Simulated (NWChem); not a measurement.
Molecule: SiH2OClF; SMILES Cl[Si@@H](F)O

```xyz
6

O      1.3216     1.1810     0.2363
Si     0.0026     0.4328    -0.3759
F     -1.3462     1.0421     0.2668
Cl    -0.0015    -1.5636     0.0964
H      1.5435     1.0543     1.1640
H     -0.0111     0.6405    -1.8310
```
Atoms are numbered in this order, from 1.

Results from NWChem. Geometry: optimised at PBE0/def2-SVP.

For level PBE/def2-SVP:

```
Quantity                     Result
---------------------------  ------
highest occupied level (eV)   -7.73
orbital gap (eV)               7.81
```

### Question
Estimate the same quantities for level BHandHLYP/def2-SVP.

### Answer
- highest occupied level (eV) = -10.74
- orbital gap (eV) = 12.61
